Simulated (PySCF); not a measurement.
PtO3, triplet: computed properties

All numbers come from UPBE0 in PySCF with Pt def2-TZVP with ECP60, O def2-TZVP; scalar-relativistic core potentials, no spin–orbit coupling; density-fitted integrals.

The structure is a minimum.

```xyz
4
charge 0 multiplicity 3, angstrom
Pt    0.0000    0.0000    0.0000
O     1.7269    0.0000    0.0000
O    -0.8634    1.4955    0.0000
O    -0.8635   -1.4955    0.0000
```

* Point group: D3h
* Bond lengths: Pt–O 1.727 Å (×3)
* Bond angles: O–Pt–O 120.0° (×3)
* Lowest empty level (β): -4.97 eV
* Rotational constants: 0.2356, 0.2356, 0.1178 cm⁻¹
* Entropy at 298.15 K and 1 bar (electronic part: spin only): 298.6 J/(mol K)
* Atomisation energy without zero-point energy: 1037 kJ/mol
* Principal quadrupole moments (Buckingham, traceless) about the centre of mass: -2.18, -2.18, 4.37 D Å
* Zero-point energy: 20.8 kJ/mol
* Dipole moment: 0.00 D
* Highest occupied level (α): -9.44 eV
* Enthalpy at 298.15 K above 0 K: 14.03 kJ/mol
* Heat capacity Cp at 298.15 K: 61.4 J/(mol K)
* Principal polarisabilities: 26.2, 53.2, 53.2 bohr³
* Spin squared ⟨S²⟩: 2.020
* Rotational symmetry number: 6

Harmonic modes (masses in u: Pt 194.965, O 15.995):
```csv
symmetry,ω (cm⁻¹),"IR (km/mol, summed over degenerate members)",μ (u),type
a2'',260,5.6,19.54,bend
e',265,0.6,17.43,bend
e',875,61.6,17.75,stretch
a1',939,0.0,15.99,stretch
```

In D3h the vibrations span a2'' + 2e' + a1'. The a1' mode carries no infrared intensity, as symmetry demands.

Charges (e):
```json
{"atom": "Pt1", "Mulliken": "1.10", "Löwdin": "0.87", "polar tensor": "0.75", "spin (Mulliken)": "0.50", "Mayer order to Pt1": "–"}
{"atom": "O2,3,4", "Mulliken": "-0.37", "Löwdin": "-0.29", "polar tensor": "-0.25", "spin (Mulliken)": "0.50", "Mayer order to Pt1": "1.56"}
```

Mulliken populations on Pt1 (electrons outside its core potential): s 2.80, p 6.40, d 7.62, f 0.09.

Outer orbital energies (eV). α occupied: -14.56, -12.44, -11.31, -11.31, -10.75, -10.57, -9.44, -9.44; empty: -3.88, -3.88, -0.02, 0.46. β occupied: -14.17, -13.50, -13.50, -10.95, -10.95, -10.34, -10.31, -9.49; empty: -4.97, -4.97, -3.47, -3.47.

Formally Pt is in oxidation state +6, d4, with 2 unpaired electrons (the high-spin count would be 4). The Mulliken spin on Pt is 0.50, so most of the spin sits on the ligands and the formal count fails. The polar-tensor charge on Pt, 0.75, is far below the formal one.

This need not be the most stable arrangement of these atoms. With open d or f shells other occupations or spin states may lie lower. No spin–orbit coupling is included, which matters more the heavier the element.

The final relaxation and frequency run took about 7 core-minutes on a shared host.
